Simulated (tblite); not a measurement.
Compound: C5H7FSi.
InChI=1S/C5H7FSi/c1-7(6)4-2-3-5-7/h2-5H,1H3

Computed with GFN2-xTB (tblite): harmonic, unscaled wavenumbers at the GFN2-xTB geometry, gas phase. Against measured fundamentals such values can be off by several per cent, at times by over 20.

Harmonic wavenumbers (cm⁻¹): 92.0, 98.3, 126.3, 182.7, 199.3, 339.3, 416.1, 438.3, 636.6, 687.6, 708.6, 777.4, 782.7, 792.9, 819.0, 854.1, 866.2, 914.7, 920.7, 998.6, 1114.1, 1123.3, 1265.1, 1329.0, 1368.3, 1474.1, 1475.5, 1557.4, 1623.0, 3048.4, 3049.9, 3060.4, 3061.4, 3070.2, 3108.1, 3109.6.

A = 3580, B = 1701, C = 1693 MHz; mass 114.030 u (most abundant isotopes); point group Cs, symmetry number 1.

Q: Zero-point energy?

A: Half the sum of the wavenumbers: 22745 cm⁻¹ = 272.09 kJ/mol.

Q: What is S at 500 K and 1 bar for an ideal gas of classical rigid rotors and harmonic oscillators?

A: Translation 178.67, rotation 122.91, vibration 148.74: S = 450.3 J/(mol K).

Q: And Cp and H(500 K) − H(0)?

A: Cp = 185.69 J/(mol K), of which vibrations give 152.43 (their classical limit is 36 R = 299.3); H(500 K) − H(0) = 56.02 kJ/mol without the zero-point energy, 39.39 from vibrations.

Q: Blend soft modes into free rotors: weight 1/[1 + (100 cm⁻¹/ν̃)⁴] for the oscillator and the rest for a rotor with moment μB/(μ + B), μ = h/(8π²ν), B = 10⁻⁴⁴ kg m². What vibrational entropy results?

A: 142.13 J/(mol K) in place of 148.74, which changes −T·S at 500 K by +3.30 kJ/mol.

Q: Which modes carry the vibrational entropy at 500 K?

A: 92.0 cm⁻¹: 19.39; 98.3 cm⁻¹: 18.84; 126.3 cm⁻¹: 16.78; 182.7 cm⁻¹: 13.76; 199.3 cm⁻¹: 13.05; 339.3 cm⁻¹: 8.84 J/(mol K); the other 30 give 58.09 together.

Hindered rotation and anharmonicity are outside this model.
